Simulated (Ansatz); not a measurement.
Reaction (substitution at a C–O bond): `COCS[SiH3]` + H₂S → `[SiH3]SCS` + CH₃OH

Isolated molecules relaxed with PBE0-D4/def2-TZVP in Ansatz; ΔE leaves out vibrations. CBS: MP2 limit from def2 TZ/QZ plus the TZ coupled-cluster correction, frozen cores. This one scheme is used for every species. DFT in def2-TZVPP. B3LYP here is the variant with VWN-RPA as its local correlation; programs differ in this. Each species was taken in one conformer, which may not be the lowest.

`COCS[SiH3]`:

Z-matrix (Å, degrees):
```
C
O 1 1.409
H 1 1.089 2 106.9
H 1 1.098 2 110.9 3 -119.1
H 1 1.095 2 111.2 3 119.6
C 2 1.384 1 114.1 3 177.8
S 6 1.840 2 115.1 1 68.8
H 6 1.097 2 112.1 1 -50.6
H 6 1.090 2 106.9 1 -170.7
Si 7 2.133 6 97.9 2 55.6
H 10 1.484 7 105.8 6 166.1
H 10 1.485 7 112.7 6 -74.8
H 10 1.487 7 109.7 6 46.9
```

H₂S:

```xyz
3

S     0.542   -0.286    0.094
H     0.138    0.694   -0.729
H    -0.680   -0.408    0.635
```

`[SiH3]SCS`:

Cartesian coordinates in Å:
```
Si -0.834 0.499 1.348
S 1.063 0.827 0.416
C 1.079 -0.544 -0.774
S -0.374 -0.715 -1.826
H -1.013 -0.952 1.614
H -0.744 1.255 2.622
H -1.981 1.009 0.560
H 1.977 -0.410 -1.375
H 1.162 -1.494 -0.244
H -0.333 0.525 -2.341
```

CH₃OH:

```xyz
6

C     0.091   -0.343   -0.029
O    -0.146    0.886    0.618
H     0.418   -1.049    0.735
H     0.882   -0.271   -0.786
H    -0.812   -0.748   -0.502
H    -0.433    1.525   -0.037
```

Is it downhill or uphill in electronic energy at CCSD(T)/CBS, and by how much? (An estimate is asked.)

Ansatz gave: Downhill: ΔE = -0.11 eV.

What do these levels give: r2SCAN-D4, PBE0-D4, ωB97X-V, B2PLYP, PBE, r2SCAN, B3LYP, MP2/def2-TZVPP, CCSD(T)/def2-TZVPP, HF/def2-QZVPP, HF/CBS(def2), MP2/CBS(def2)? (Estimate.)

Computed: r2SCAN-D4 -0.03, PBE0-D4 -0.09, ωB97X-V -0.04, B2PLYP -0.06, PBE -0.08, r2SCAN -0.04, B3LYP -0.04, MP2/def2-TZVPP -0.11, CCSD(T)/def2-TZVPP -0.04, HF/def2-QZVPP -0.02, HF/CBS(def2) -0.02, MP2/CBS(def2) -0.18 eV.

Largest T1 diagnostic among the species: 0.012.
